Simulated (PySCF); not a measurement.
C₂F₅, SMILES FC(F)([C](F)F)F, multiplicity 2.

Geometry: PBE0-D3(BJ)/def2-SVP.

These are PBE0-D3(BJ)/def2-SVP in PySCF 2.14.0 values and carry that method's errors.

No scaling factor is applied to the harmonic values.

Computed vibrational spectrum:
```tsv
mode	ν (cm⁻¹)	IR (km/mol)	moving atoms (share of kinetic energy)
1	55	0.0	F 99 %
2	207	3.2	F 96 %
3	220	2.7	F 92 %
4	372	0.2	F 97 %
5	428	1.1	F 93 %
6	525	5.8	F 84 %, C 16 %
7	601	1.5	F 89 %, C 11 %
8	622	10.6	F 81 %, C 19 %
9	715	20.1	C 50 %, F 50 %
10	852	3.3	F 67 %, C 33 %
11	1177	258.5	C 66 %, F 34 %
12	1251	343.0	C 73 %, F 27 %
13	1301	263.4	C 78 %, F 22 %
14	1366	288.0	C 72 %, F 28 %
15	1474	20.3	C 85 %, F 15 %
```
